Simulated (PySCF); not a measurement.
Removing an electron from `F[SiH2][O][GeH3]`

Compound: FGeH5OSi.
Z-matrix (Å and degrees, PBE0-D3(BJ)/def2-SVP geometry), rows numbered from 1:
```
F 
Si  1  1.6270
O   2  1.6363  1  108.49
Ge  3  1.7869  2  136.45  1     6.34
H   2  1.4855  1  107.66  3  -119.34
H   2  1.4862  1  107.27  3   119.76
H   4  1.5339  3  105.05  2  -176.06
H   4  1.5371  3  108.56  2   -56.46
H   4  1.5378  3  108.38  2    64.49
```

Level: CAM-B3LYP/def2-SVPD (PySCF). Frontier orbitals with their largest atomic shares (Löwdin; up to four atoms above 4 %):

```csv
orbital,ε (eV),main atoms
HOMO−3,-12.29,"O3 42 %, Ge4 22 %, H7 16 %, F1 8 %"
HOMO−2,-11.31,"Ge4 21 %, Si2 18 %, H9 15 %, H5 11 %"
HOMO−1,-10.75,"O3 36 %, Ge4 26 %, H7 18 %, H8 10 %"
HOMO,-10.02,?
LUMO,0.63,"Ge4 37 %, O3 14 %, H9 11 %, H8 11 %"
LUMO+1,0.76,"Ge4 45 %, Si2 15 %, H9 9 %, H8 9 %"
LUMO+2,1.53,"Si2 28 %, Ge4 17 %, O3 13 %, F1 12 %"
```

Question: What vertical ionisation energy does ΔSCF give, and how far is −ε(HOMO) from it?

Answer: ΔSCF: 10.91 eV (1053 kJ/mol; threshold wavelength 114 nm); ⟨S²⟩ of the doublet left behind is 0.762, against 0.75 for a pure doublet. −ε(HOMO) is 10.02 eV, 0.89 eV below it. In exact Kohn–Sham theory the two would be equal; CAM-B3LYP (range-separated hybrid) falls short of its own ΔSCF value by 8 %.

Question: On which atoms does the HOMO lie?

Answer: O3 (oxygen bonded to Ge and Si) 38 %, Si2 (fluorine-bound silicon) 16 %, H6 (Si–H hydrogen) 11 %, H5 (Si–H hydrogen) 10 %, so no atom holds as much as 40 %. The HOMO−1 lies 0.73 eV lower.

Question: How many of the 10 lowest singlet excitations (vertical TDDFT, same level) lie below the ionisation energy?

Answer: All 10; they run from 7.21 to 9.29 eV.

Question: Shift the occupied levels rigidly so that −ε(HOMO) equals the ΔSCF value. What binding energies result?

Answer: The shift is +0.89 eV: HOMO 10.91, HOMO−1 11.64, HOMO−2 12.20, HOMO−3 13.18 eV. A rigid shift is only a rough guide to the deeper ionisations.

Question: What kinetic energy would electrons from this vertical process carry with He II light (40.814 eV)?

Answer: 40.81 − 10.91 = 29.90 eV.

Question: With α = 58.5 au, estimate the like-pair dispersion coefficient by London's formula C6 = (3/4)α²I.

Answer: I = 0.4011 Eh, so C6 ≈ 1030 au, a rough estimate.

The structure is a single PBE0-D3(BJ)/def2-SVP conformer in the gas phase; no vibrational or solvent corrections. The calculation is non-relativistic, for germanium too.
